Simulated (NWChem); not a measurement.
Spin states of NSi

SMILES: [Si]#N
```xyz
2

Si     0.0000     0.0000     0.5250
N      0.0000     0.0000    -1.0499
```
Charge 0, spin multiplicity 2.

The numbers come from NWChem runs, not from measurements. All single points use one geometry, from UPBE0/def2-SVP, a minimum by its harmonic frequencies.

Basis set: def2-TZVP. The gap is E(quartet) − E(doublet) at the geometry of the doublet, so a negative value puts the higher spin lower. Open shells are unrestricted, coupled cluster uses restricted open-shell references. The quartet is the single determinant that the SCF runs reached, with unpaired electrons in orbitals of symmetry a1 and b2 and b2 (C2v labels); it need not be the lowest quartet, which in molecules with degenerate π orbitals can need several determinants.

The cost column gives rough processor time relative to PBE; each entry includes its own SCF.

The correlated methods keep 6 core orbitals frozen. B3LYP has NWChem's definition, with VWN1-RPA local correlation. The structure started from a generated list of species. The unpaired electrons of the parent sit in orbitals of symmetry a1 (C2v labels of the run); other states weren't searched. The stability of the SCF solutions was not checked. Open-shell Hartree-Fock references start from PBE0 orbitals; any time given for them includes that run. Coupled-cluster values serve here as a point of comparison, not as the truth.

```tsv
method	vertical doublet-quartet gap (kcal/mol)	relative cost	remark
PBE	76.2	1	-
B3LYP	___	under 3	-
BHandHLYP	67.7	under 3	-
M06-2X	76.2	under 3	-
B2PLYP	77.0	under 3	-
HF	50.1	under 3	spin-contaminated
MP2	___	3	spin-contaminated
CCSD(T)	77.1	7	large amplitudes
```

Q: Complete the blanks.

A: 
- B3LYP, vertical doublet-quartet gap (kcal/mol): 74.1
- MP2, vertical doublet-quartet gap (kcal/mol): 73.3
